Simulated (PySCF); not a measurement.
## `C=C(C)/C(C)=C/C(F)(F)F`, C7H9F3

Geometry:
| atom | x (Å) | y (Å) | z (Å) |
| --- | --- | --- | --- |
| C1 | -2.323 | 0.084 | 0.638 |
| C2 | -1.203 | -0.479 | 0.152 |
| C3 | -1.223 | -1.900 | -0.334 |
| C4 | 0.066 | 0.280 | 0.082 |
| C5 | 0.074 | 1.695 | 0.581 |
| C6 | 1.168 | -0.310 | -0.423 |
| C7 | 2.510 | 0.334 | -0.551 |
| F8 | 2.499 | 1.402 | -1.363 |
| F9 | 3.000 | 0.758 | 0.624 |
| F10 | 3.393 | -0.534 | -1.055 |
| H11 | -3.257 | -0.480 | 0.688 |
| H12 | -2.353 | 1.113 | 1.001 |
| H13 | -2.219 | -2.342 | -0.206 |
| H14 | -0.959 | -1.964 | -1.402 |
| H15 | -0.501 | -2.524 | 0.216 |
| H16 | -0.218 | 1.731 | 1.641 |
| H17 | 1.055 | 2.171 | 0.483 |
| H18 | -0.654 | 2.302 | 0.021 |
| H19 | 1.146 | -1.336 | -0.790 |

Theory: TDDFT CAM-B3LYP/aug-cc-pVDZ circular dichroism and optical rotation, one conformer, gas phase (PySCF). Geometry: PBE0-D3(BJ)/def2-SVP.

No stereocentre is labelled: unless the shape is locked (an allene, a helicene, a hindered biaryl), the mirror image is equally populated and a measured rotation or CD is zero.

Question: Draw the ECD and absorption spectra from the lowest 12 states, each a Gaussian of half-width 0.3 eV at 1/e height.

Answer: 
| E (eV) | λ (nm) | Δε (L mol⁻¹ cm⁻¹) | ε (L mol⁻¹ cm⁻¹) |
| --- | --- | --- | --- |
| 5.01 | 248 | -0.06 | 1900 |
| 5.11 | 243 | -0.17 | 5160 |
| 5.21 | 238 | -0.37 | 11200 |
| 5.31 | 234 | -0.65 | 19600 |
| 5.41 | 229 | -0.91 | 27300 |
| 5.51 | 225 | -1.01 | 30500 |
| 5.61 | 221 | -0.91 | 27300 |
| 5.71 | 217 | -0.65 | 19600 |
| 5.81 | 213 | -0.37 | 11200 |
| 5.91 | 210 | -0.17 | 5180 |
| 6.01 | 206 | -0.05 | 1960 |
| 6.11 | 203 | 0.00 | 685 |
| 6.21 | 200 | +0.03 | 352 |
| 6.31 | 197 | +0.04 | 395 |
| 6.41 | 193 | +0.04 | 617 |
| 6.51 | 191 | +0.02 | 973 |
| 6.61 | 188 | -0.05 | 1420 |
| 6.71 | 185 | -0.16 | 1880 |
| 6.81 | 182 | -0.31 | 2250 |
| 6.91 | 179 | -0.44 | 2450 |
| 7.01 | 177 | -0.48 | 2470 |
| 7.11 | 174 | -0.43 | 2390 |
| 7.21 | 172 | -0.31 | 2300 |
| 7.31 | 170 | -0.17 | 2220 |
| 7.41 | 167 | -0.05 | 2070 |
| 7.51 | 165 | +0.05 | 1820 |
| 7.61 | 163 | +0.11 | 1510 |

Δε uses R in velocity form, ε uses f in length form. Only the states computed contribute, so the short-wavelength end is incomplete.
